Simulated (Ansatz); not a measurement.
`BC[SiH](F)Cl` + H₂ → `BC[SiH2]Cl` + H–F  (hydrogenolysis of the Si–F bond)

Isolated molecules relaxed with PBE0-D4/def2-TZVP in Ansatz; ΔE leaves out vibrations. CCSD(T)/CBS is the MP2 limit (def2-TZVPP, def2-QZVPP) plus CCSD(T) − MP2 in def2-TZVPP, frozen cores. This one scheme is used for every species. Functionals use def2-TZVPP. B3LYP here is the variant with VWN-RPA as its local correlation; programs differ in this. HSE06 is defined as in plane-wave codes. Each species was taken in one conformer, which may not be the lowest.

```tsv
level	ΔE (kcal/mol)
B3LYP-D4	30.9
ωB97M-V	31.1
r2SCANh	31.6
r2SCAN0	30.9
HSE06	28.0
HF/def2-SVP	26.0
HF/def2-TZVPP	29.8
CCSD(T)/def2-TZVPP	29.7
```

(1) What does CCSD(T)/CBS give? (An estimate is asked.)

Largest T1 diagnostic among the species: 0.011.

Answers

(1) Ansatz gave: +30.0 kcal/mol. The listed levels differ from it by 0.9, 1.1, 1.6, 0.9, -2.0, -4.0, -0.2, -0.3 kcal/mol.

At CCSD(T), def2-SVP lies −2.6 kcal/mol from the extrapolated value and def2-TZVPP −0.3 kcal/mol. Leaving LDA and LC-ωPBE aside and taking each functional with its dispersion term where it has one, the values, not all of them listed here, spread over 3.9 kcal/mol, from HSE06-D4 to B97M-V. LDA lies +0.9 kcal/mol from PBE without D4. From r2SCAN to r2SCAN0 (25 % exact exchange), in def2-TZVPP and without D4, ΔE moves by −1.2 kcal/mol.
